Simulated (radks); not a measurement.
The numbers below are computed, except where a source is named.
Ar III, configuration [Ne] 3s1.5 3p4 4f0.5 (fractional occupations, a model configuration). Level of theory: scalar-relativistic Kohn-Sham, revPBE, spin-polarised, spherical densities, finite nucleus; open shells are filled with parallel spins first; Fermi nuclear charge, rms radius 3.4274 fm (a radial shooting solver on a logarithmic mesh with Libxc functionals).

Local quantities along the radius. ELF = 1/(1 + alpha^2) is the electron localisation function; alpha = (tau - tau_W)/tau_unif compares the Pauli kinetic energy density with that of the uniform gas (summed over spins). tau is taken from the large components.

r (bohr)    ELF    alpha
0.003679  1.000  0.01200
0.004907  1.000  0.01256
0.006493  1.000  0.01344
0.008591  1.000  0.01479
0.01146   1.000  0.01696
0.01516   1.000  0.02031
0.02006   0.999  0.02585
0.02654   0.999  0.03567
0.0354    0.997  0.05544
0.04684   0.991  0.09756
0.06198   0.961   0.2018
0.08266   0.801   0.4990
0.1094    0.412    1.194
0.1447    0.242    1.768
0.193     0.436    1.138
0.2554    0.747   0.5813
0.3379    0.856   0.4110
0.4471    0.801   0.4979
0.5963    0.312    1.486
0.789     0.126    2.639
1.044     0.640   0.7493
1.392     0.860   0.4029
1.842     0.775   0.5384
2.438     0.295    1.544
3.251     0.003    17.54
4.302     0.003    17.71
5.692     0.009    10.25
7.531     0.008    10.96
10.04     0.002    21.33
13.29     0.000    81.93

On this mesh the ELF has minima near r = 0.14, 0.79 bohr, which separate the shells, and maxima near 0.34 (0.86), 1.4 (0.86).
